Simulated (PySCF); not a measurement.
Bi(H)2(NMe2), C2H8BiN, SMILES C[N](C)[BiH2] (CAM-B3LYP/def2-SVP optimised geometry):

```
12

Bi    -1.845    -0.801     0.000
H     -2.065     0.999     0.000
H     -1.909    -0.799     1.793
N      0.321    -0.801     0.000
C      0.993     0.109     0.894
C      0.924    -0.839    -1.311
H      2.065    -0.157     0.964
H      0.945     1.174     0.576
H      0.573     0.045     1.908
H      0.942     0.141    -1.838
H      1.976    -1.174    -1.234
H      0.408    -1.560    -1.966
```

Calculation: CAM-B3LYP/def2-TZVP, def2 effective core potentials past Kr run with PySCF.

Question: What are the frontier orbital energies and the dipole moment?

Answer: HOMO-2 -10.13 eV, HOMO-1 -8.78 eV, HOMO -7.31 eV, LUMO 0.14 eV, LUMO+1 0.95 eV; dipole moment 1.09 D.

On the same geometry PBE/def2-TZVP, def2 effective core potentials past Kr (PySCF) gives HOMO-2 -7.60 eV, HOMO-1 -6.49 eV, HOMO -4.72 eV, LUMO -1.53 eV, LUMO+1 -0.64 eV; dipole moment 0.94 D.
